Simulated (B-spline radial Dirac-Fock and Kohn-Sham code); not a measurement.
Two-hole binding energies of La²⁷⁺

System: lanthanum as La²⁷⁺, 1s2 2s2 2p6 3s2 3p6 3d10 4s2.

Method: Dirac-Fock (average of configuration) total-energy differences with a finite nucleus, the Breit interaction including its frequency dependence, and self-energy and vacuum-polarisation corrections. Computed with a radial atomic solver. U is the two-hole binding energy less the two single-hole energies, the effective repulsion of the holes after relaxation. Each two-hole energy is an average over J within one jj subconfiguration.

```
          holes  E(a) (eV)  E(b) (eV)  E(ab) (eV)  U (eV)
           1s⁻²    39867.8    39867.8     80733.1   997.6
   1s⁻¹ 3p3/2⁻¹    39867.8     1983.3     41963.2   112.1
   1s⁻¹ 3d3/2⁻¹    39867.8     1716.0     41692.5   108.7
   1s⁻¹ 3d5/2⁻¹    39867.8     1698.3           ?       ?
           2s⁻²     7189.5     7189.5     14572.8   193.8
   2s⁻¹ 2p1/2⁻¹     7189.5     6813.5     14187.9   184.9
        2p1/2⁻²     6813.5     6813.5     13861.7   234.7
2p1/2⁻¹ 3d3/2⁻¹     6813.5     1716.0      8634.3   104.8
2p1/2⁻¹ 3d5/2⁻¹     6813.5     1698.3      8618.9   107.1
2p3/2⁻¹ 3p1/2⁻¹     6403.6     2067.9      8575.1   103.6
2p3/2⁻¹ 3d3/2⁻¹     6403.6     1716.0      8227.5   107.9
        3p1/2⁻²     2067.9     2067.9      4219.8    84.0
3p1/2⁻¹ 3p3/2⁻¹     2067.9     1983.3      4129.2    77.9
        3d3/2⁻²     1716.0     1716.0      3518.9    86.8
```

Question: Give the missing two-hole energy and U.

Answer: E(ab) = 41673.0 eV and U = 106.9 eV.
